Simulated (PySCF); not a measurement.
Predicted microwave data (PBE0/pcSseg-1 in PySCF (dipole) on a GFN2-xTB geometry, gas phase) for one isomer of C6H11F3NP:

| Item | Value |
| --- | --- |
| Rotational constants | A = 1030, B = 866.0, C = 706.9 MHz |
| Dipole components | \|μa\| = 1.67 D, \|μb\| = 2.21 D, \|μc\| = 1.52 D |
| Inertial defect | -359.07 u·Å² |
| κ | -0.02 |

**Question.** Which structure is it? (One computed conformer of each.)
A. `[CH2:1]=[CH:2][P:3]([CH2:4][N:5]([CH3:6])[CH3:7])[C:8]([F:9])([F:10])[F:11]` with C1–C2–P3–C4 -43°, C2–P3–C4–N5 79°, P3–C4–N5–C6 -165°
B. `[CH3:1]/[CH:2]=[CH:3]/[P@:4]([CH3:5])(=[N:6][CH3:7])[C:8]([F:9])([F:10])[F:11]` with C2–C3–P4–C5 138°
C. `[CH3:1][P:2]([N:3]1[CH2:4][CH2:5][CH2:6][CH2:7]1)[C:8]([F:9])([F:10])[F:11]` with C1–P2–N3–C4 -65°, P2–N3–C4–C5 -85°, N3–C4–C5–C6 -26°, C4–C5–C6–C7 3°, C5–C6–C7–N3 21°
D. `[CH3:1][CH2:2][N:3]([CH2:4][CH3:5])/[P:6]=[CH:7]/[C:8]([F:9])([F:10])[F:11]` with C1–C2–N3–C4 71°, C2–N3–C4–C5 -101°, C2–N3–P6–C7 179°
E. `[CH2:1]=[CH:2][P@:3]([CH2:4][CH3:5])(=[N:6][CH3:7])[C:8]([F:9])([F:10])[F:11]` with C1–C2–P3–C4 -44°, C2–P3–C4–C5 -71°
F. `[CH3:1][N:2]=[P:3]1([C:4]([F:5])([F:6])[F:7])[CH2:8][CH2:9][CH2:10][CH2:11]1` with N2–P3–C8–C9 -121°, P3–C8–C9–C10 -37°, C8–C9–C10–C11 51°, C9–C10–C11–P3 -38°

**Answer.** E. It is C=C[P@](CC)(=NC)C(F)(F)F, an asymmetric top, point group C1. The candidates at the same level (rigid rotor, commonest isotopes):

```
                    SMILES  A (MHz)  B (MHz)  C (MHz)  μa (D)  μb (D)  μc (D)  Δ (u·Å²)  point group                        rotor
      C=CP(CN(C)C)C(F)(F)F     1462    616.7    539.3    2.84    0.23    0.51   -228.02           C1               asymmetric top
C/C=C/[P@](C)(=NC)C(F)(F)F     1098    724.6    587.7    1.77    0.02    2.33   -297.83           C1               asymmetric top
      CN=P1(C(F)(F)F)CCCC1     1125    928.0    682.5    2.88    0.50    1.23   -253.15           C1               asymmetric top
  C=C[P@](CC)(=NC)C(F)(F)F     1030    866.0    706.9    1.67    2.21    1.52   -359.07           C1               asymmetric top
      CCN(CC)/P=C/C(F)(F)F     1862    461.8    418.9    5.63    0.96    0.64   -159.25           C1  near-prolate asymmetric top
       CP(N1CCCC1)C(F)(F)F     1754    679.3    582.9    2.81    1.29    0.07   -165.12           C1               asymmetric top
```

`C/C=C/[P@](C)(=NC)C(F)(F)F` has C 17 % too low; `CCN(CC)/P=C/C(F)(F)F` has A 81 % too high; `CP(N1CCCC1)C(F)(F)F` has A 70 % too high; `CN=P1(C(F)(F)F)CCCC1` has A 9 % too high; `C=CP(CN(C)C)C(F)(F)F` has A 42 % too high. No structure here is proved a minimum.
